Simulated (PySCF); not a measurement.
Computed shifts of a molecule C2H6GeO2, HF/pcSseg-1 (PySCF), GIAO, gas phase, atoms alike by connectivity averaged where their shifts nearly agree, in ppm (number of nuclei): ¹³C: 249.7 (1), 0.0 (1). ¹H: 12.01 (1), 5.30 (1), 3.37 (1), 1.11 (3). References: ¹³C against TMS (σ = 192.6 ppm); ⁷³Ge against GeH4 (σ = 1776.1 ppm); ¹⁷O against H2O (σ = 333.0 ppm); ¹H against TMS (σ = 31.99 ppm), references at their B3LYP-D3(BJ)/def2-TZVP geometries, non-relativistic. Geometry: PBE-D3(BJ)/def2-SVP. Other conformers were not sampled.

Task: Which molecule gave these data?
(A) C[O][GeH2][CH]=O
(B) [GeH3][CH]1OCO1
(C) O=C(O)[CH2][GeH3]
(D) [CH3][Ge@@H]([OH])[CH]=O

Result: D, [CH3][Ge@@H]([OH])[CH]=O
